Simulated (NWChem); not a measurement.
Species: SiCl cation, singlet

```xyz
2

Si     0.0000     0.0000    -1.0823
Cl     0.0000     0.0000     0.8965
```
Atoms are numbered in this order, from 1.

All runs: NWChem. Low-valent species are run as closed-shell singlets; no triplet was tried in these runs. All runs use the structure optimised with B3LYP/6-31G* (spherical d). GIAO values for the isolated, static molecule; σ is the absolute isotropic shielding.

```json
[
 {"level": "B3LYP/cc-pVDZ", "basis functions": "36", "σ Si1 (ppm)": "222.7", "σ Cl2 (ppm)": "204.2", "relative time": "3"},
 {"level": "B3LYP/cc-pVTZ", "basis functions": "68", "σ Si1 (ppm)": "164.8", "σ Cl2 (ppm)": "184.4", "relative time": "9"},
 {"level": "B3LYP/cc-pCVTZ", "basis functions": "118", "σ Si1 (ppm)": "152.8", "σ Cl2 (ppm)": "154.6", "relative time": "20"},
 {"level": "B3LYP/pcSseg-1", "basis functions": "48", "σ Si1 (ppm)": "142.6", "σ Cl2 (ppm)": "117.9", "relative time": "1"},
 {"level": "B3LYP/pcSseg-2", "basis functions": "86", "σ Si1 (ppm)": "138.7", "σ Cl2 (ppm)": "136.7", "relative time": "3"}
]
```

Relative times are rough (shared machine, one core).
